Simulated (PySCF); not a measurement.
## Polarisability and C₆ of W²⁺ (tungsten, charge +2)

[Xe] 4f14 5d4, high-spin 5D determinant. Computed with PySCF 2.14 in ANO-RCC-VTZP (8s7p5d3f2g1h, 104 functions), with scalar relativity by spin-free X2C-1e. Coupled (time-dependent) response in atomic units; α is the mean over directions. The basis has no added diffuse functions, which lowers α and C₆.

```tsv
method	mean α (bohr³)	α xx, yy, zz	C₆ (like pair)	S(−4)
MN15	11.16	10.49, 10.49, 12.49	62.87	70.61
```

S(−4) is the Cauchy moment in α(ω) = α(0) + S(−4) ω² + …

Spin-orbit coupling is absent.

α(iu) at MN15:

| u (hartree) | α(iu) (bohr³) |
| --- | --- |
| 0 | 11.16 |
| 0.0500 | 10.99 |
| 0.100 | 10.52 |
| 0.200 | 9.184 |
| 0.300 | 7.901 |
| 0.500 | 6.155 |
| 0.750 | 4.893 |
| 1.00 | 4.045 |
| 1.50 | 2.888 |
| 2.00 | 2.144 |
| 3.00 | 1.307 |
| 5.00 | 0.6441 |

A single London oscillator, α(iu) = α/(1 + u²/ω²), gives C₆ = (3/4) ω α². Matching the computed C₆ needs ω = 4 × 62.87 / (3 × 11.16²) = 0.673 hartree.

For an ion, C₆ is the dispersion term alone; charge-induced terms of lower order in 1/R come first.

The components differ because the open shell of this determinant is not spherical; for a pure term their mean is the scalar polarisability.

Spin-orbit coupling, absent here, splits the open shell strongly.
